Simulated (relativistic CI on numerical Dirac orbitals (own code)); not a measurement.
Method of calculation: Dirac-Coulomb-Breit CI, orbitals from a KLI potential per configuration, a model potential for QED, unscaled Slater integrals (own radial code, finite nucleus).

The strongest absorption lines from the ground level of an ion, among the configurations computed and to levels below about 448 eV (vacuum wavelength in Å, gf): 38.862 (0.13), 38.971 (0.0095), 47.768 (0.0034), 52.875 (0.3), 53.089 (0.1), 91.707 (0.0015), 280.52 (0.81), 419.48 (0.0031).

Task: Which ion is it?
A. Fe14+
B. Fe12+
C. Fe16+
D. Cr12+

Result: A. Fe14+ has 12 electrons and the ground level 3s² ¹S0; the strongest line goes to 3s3p ¹P°1. The pattern of lines fixes the number of electrons, and along that sequence the line energies rise steadily with the charge (about as its square where n changes within one kind of shell, about linearly where n is kept but much faster in heavy ions where fine structure, which grows about as Z⁴, sets the gap, and irregularly where shells cross), which fixes Z. Configurations outside the model, such as inner-shell arrays, can give stronger lines. At this charge energies of transitions that change n are usually good to better than 1 %, and those within a shell (Δn = 0) to a few per cent.

LS names give the leading component of a level, which can be under half, so a name can repeat, a term be missing and a line seem to break the LS rules.
